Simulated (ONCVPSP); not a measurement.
## krypton, ONCV: configuration errors across variants

- Element: krypton (Kr)
- Generator: ONCVPSP 4.0.1
- Type: optimised norm-conserving Vanderbilt (ONCV)
- Functional: LDA (Perdew-Wang 92)
- Relativity: scalar-relativistic
- Frozen core: [Ar] 3d10
- Valence charge: 8
- Reference configuration: 4s2 4p6
- Partial waves: 4s: rc 1.20 bohr, ncon 5, nbas 9, qcut 5.1 1/bohr, 2 projectors, debl 0.8 Ha; 4p: rc 1.70 bohr, ncon 4, nbas 7, qcut 4.8 1/bohr, 3 projectors, debl 0.6 Ha
- Local potential: polynomial inside 1.10 bohr (lpopt 5, dvloc0 0 Ha)
- Core correction: Teter function, fcfact 2.75, rcfact 1.2

In the s channel the program set the typed energies aside and used -0.853, 0.250 Ha.

All-electron excitation energies from the reference (eV): (1) 4s2 4p5 14.434; (2) 4s2 4p4 39.770; (3) 4s2 4p3 77.044; (4) 4s1 4p6 28.974.

A true bound ghost makes a file unfit for plane-wave use even where its test errors are small: the radial tests pick states by their node count and pass the ghost by.

Errors AE − PS in meV (a dash: test not solved or not reliable):

```tsv
change	(1)	(2)	(3)	(4)	bound ghosts	GHOST(+) flags above zero
base	-2.4	-4.2	-2.4	+0.8	s, p	s
p: rc 1.2	-2.0	-3.4	+0.9	-4.7	s, p	s, p
p: rc 1.36	-1.8	-0.6	+11	-3.3	s, p	s, p
p: rc 1.54	-2.0	-1.4	+8.1	-2.2	s, p	s, p
p: rc 1.72	-2.4	-4.7	-4.3	+1.2	s, p	s
p: rc 2.14	-4.8	-21	-61	+12	s	s
p: rc 2.24	-5.6	-26	-79	+15	s	s
p: rc 2.44	-7.2	-36	-111	+19	s	s
```

(1) Give the same row for: p: rc 1.92.

Results:

(1) -3.3, -11, -27, +6.3; bound ghosts: s; GHOST(+) flags above zero: s.
